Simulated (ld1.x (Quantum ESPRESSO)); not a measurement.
# Configuration tests for gallium (Ga) (PAW)

gallium, PAW, made with ld1.x (Quantum ESPRESSO) 7.5 (PBEsol, scalar-relativistic). Core [Ar], reference 3d10 4s2 4p1. Waves: 4s (bound): rcut 1.75, rcutus 1.95 bohr; 4s channel at 1.15 Ry: rcut 1.75, rcutus 1.95 bohr; 4p (bound): rcut 1.80, rcutus 2.05 bohr; 4p channel at 0.55 Ry: rcut 1.80, rcutus 2.05 bohr; 3d (bound): rcut 1.10, rcutus 1.35 bohr; 3d channel at 3.1 Ry: rcut 1.10, rcutus 1.35 bohr; 4f channel at 0.35 Ry: rcut 1.60, rcutus 1.80 bohr. Local part: all-electron potential smoothed inside 1.35 bohr (lloc = -2). Core correction: a·sin(br)/r model core, default radius (ld1.x builds one for every PAW set, though the input has nlcc=.false.). Augmentation charge: BESSEL, radius 0.95 bohr.

Energies are relative to the spin-unpolarised reference configuration 3d10 4s2 4p1; without spin polarisation the order of configurations can differ from experiment. The frozen-core shift is the all-electron ΔE with the core orbitals held at their reference shape minus the fully relaxed ΔE.

```csv
valence configuration,charge,ΔE all-electron (eV),error AE − PS (meV),frozen-core shift (meV)
3d10 4s2 4p0,+1,5.679,-0.2,+0.7
3d10 4s0 4p0,+3,57.936,+11,+15
3d10 4s1 4p1,+1,13.084,-0.6,+1.7
3d10 4s0 4p3,0,13.390,-1.4,+2.4
3d9 4s2 4p2,0,20.321,-166,+200
```

Question: What are ΔE and the potential's error for 3d10 4s1 4p2?

Answer: ΔE = 6.551 eV all-electron; the error (AE − PS) is -0.6 meV.

Question: What are ΔE and the potential's error for 3d10 4s1 4p0?

Answer: ΔE = 26.815 eV all-electron; the error (AE − PS) is +0.1 meV.
